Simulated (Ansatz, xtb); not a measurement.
# Relaxing a trial structure of CF2SiTe

The starting geometry of this gas-phase singlet was built from a drawn formula by distance geometry and a force field; its bonds are those of `[C+]#[Si-](F)[Te]F`.

```yaml
atoms:
  - { symbol: C, position_ang: [1.1525, 0.4703, -1.4158] }
  - { symbol: F, position_ang: [-0.2312, 2.3736, 0.3118] }
  - { symbol: F, position_ang: [-3.2130, 0.7102, 0.1436] }
  - { symbol: Si, position_ang: [-0.1034, 0.9083, -0.5054] }
  - { symbol: Te, position_ang: [-2.0303, -0.5940, -0.8384] }
```

**Question.** Predict what becomes of its bonds when it is optimised with r2SCAN-D4/def2-SVP.

**Answer.** A new bond forms, giving a structure given below by its coordinates. Contacts that close: C1–Te5 (3.41 → 2.34 Å).

The energy falls by 2.50 eV over 13 steps:

| step | E − E(last) (eV) |
| --- | --- |
| 1 | 2.505 |
| 2 | 1.813 |
| 4 | 1.113 |
| 5 | 0.738 |
| 6 | 0.375 |
| 8 | 0.038 |
| 9 | 0.008 |
| 10 | 0.002 |
| 12 | 0.000 |
| 13 | 0.000 |

Final geometry (Å):

| atom | x (Å) | y (Å) | z (Å) |
| --- | --- | --- | --- |
| C | 0.0572 | 0.3391 | -1.7181 |
| F | 0.3907 | 2.3874 | 0.8784 |
| F | -3.2660 | 0.3806 | -0.9193 |
| Si | 0.0004 | 1.2779 | -0.2232 |
| Te | -1.6077 | -0.5167 | -0.3219 |

From the same start GFN2-xTB reaches the same bonding as this run.

The end wasn't checked by frequencies. Atoms past krypton carry core potentials, without spin–orbit terms. Run with Ansatz 0.2.0, 58 s on 1 thread of Arm Neoverse V2, on a shared host.
